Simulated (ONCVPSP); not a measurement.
# Before and after: ONCV potential for Fe

ONCVPSP 4.0.1 input, shortened (lines: element, Z, core and valence counts, functional; n l f; lmax; l rc ep ncon nbas qcut; lloc lpopt rc5 dvloc0; l nproj debl; icmod fcfact rcfact), LDA (Perdew-Zunger), scalar-relativistic:

```
  Fe 26.00    3    4        3      upf
    1    0    2.00
    2    0    2.00
    2    1    6.00
    3    0    2.00
    3    1    6.00
    3    2    6.50
    4    0    1.50
    2
    0    1.60    0.00    4    7    7.90
    1    1.05    0.00    4    8   11.90
    2    0.90    0.00    4    8   10.10
    2    5    0.90    0.00
    0    2    1.90
    1    2    3.90
    2    0    1.80
    0    0.00    0.00
```

All-electron outer shells of the reference configuration (LDA (Perdew-Zunger), scalar-relativistic, ld1.x):

```
shell  level (eV)  outermost node (bohr)  outermost maximum (bohr)
   2p     -695.26                      –                      0.18
   3s      -91.06                   0.33                      0.70
   3p      -57.55                   0.30                      0.72
   3d       -5.73                      –                      0.72
   4s       -4.95                   1.01                      2.44
```

Change: d: rc 1.

Cutoffs: the cutoffs (Ha) at which the residual kinetic energy of the hardest occupied pseudo-wave falls to 1 and 0.1 mHa per electron; they do not see the model core or the augmentation charge, which bear on the density cutoff. Errors are all-electron minus pseudo energies relative to the spin-unpolarised reference configuration.

What does the change do?

The potential gets softer (279 Ha and 324 Ha → 212 Ha and 248 Ha); of the 4 tests that both files solve, the error grows in 3 and shrinks in 1 by more than 15 % and 0.3 meV (median size 1.1 → 1.7 meV); neither file shows a bound ghost. A larger radius leaves more room for a smooth pseudo-wave, so fewer plane waves are needed.

| quantity | base | changed |
| --- | --- | --- |
| cutoff, loose | 279 Ha | 212 Ha |
| cutoff, tight | 324 Ha | 248 Ha |
| loose cutoff by channel | s 12 Ha, p 32 Ha, d 279 Ha | s 12 Ha, p 32 Ha, d 212 Ha |
| bound ghosts | none | none |
| GHOST(+) flags under 300 eV | none | none |
| error for 3s2 3p6 3d6 4s2, meV [ΔE 0.75 eV] | +1.0 | +0.3 |
| error for 3s2 3p6 3d6 4s1, meV [ΔE 9.73 eV] | -1.0 | -1.9 |
| error for 3s2 3p6 3d6 4s0, meV [ΔE 26.22 eV] | -2.8 | -4.2 |
| error for 3s2 3p6 3d7 4s1, meV [ΔE -0.08 eV] | -1.3 | -1.6 |
| s: phases at 1.62 bohr within 0.05 rad from the reference energy up to (Ha; the scan ends near 5) | to the end of the scan | to the end of the scan |
| p: phases at 1.07 bohr within 0.05 rad from the reference energy up to (Ha; the scan ends near 5) | to the end of the scan | to the end of the scan |
